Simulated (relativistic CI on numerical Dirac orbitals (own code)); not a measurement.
**Spin-allowed bands of a d2 ion in an octahedral site, by hand**

Problem. Take Δ = 29300 cm⁻¹ and B = 520 cm⁻¹ for a d2 ion in an octahedral site. Calculate the three spin-allowed bands.

Working.
1. The terms of highest spin are 3F (energy 0) and 3P (15B = 7800 cm⁻¹). Here the F term splits into A2 at +1.2Δ = 35160, T2 at +0.2Δ = 5860 and T1 at −0.6Δ = -17580 cm⁻¹.
2. The two T1 states mix through the element 0.4Δ: H = [[-17580, 11720], [11720, 7800]], with roots ½(H₁₁ + H₂₂) ∓ ½√[(H₂₂ − H₁₁)² + 4H₁₂²] = ½(-9780) ∓ ½(34548) = -22164 and 12384 cm⁻¹.
3. The ground term is 3T1 at -22164 cm⁻¹.
4. Bands: 3T2 28024 cm⁻¹ (357 nm), 3T1(P) 34548 cm⁻¹ (289 nm), 3A2 57324 cm⁻¹ (174 nm).

Check. Exact diagonalisation of the whole d2 shell with these parameters gives 3T2 28024, 3T1 34548, 3A2 57324 cm⁻¹. The match is exact, since without spin-orbit coupling no other term has this spin. The ratio of the second band to the first, 1.233, depends on Δ/B = 56.3 alone, which is how a Tanabe-Sugano diagram is read.
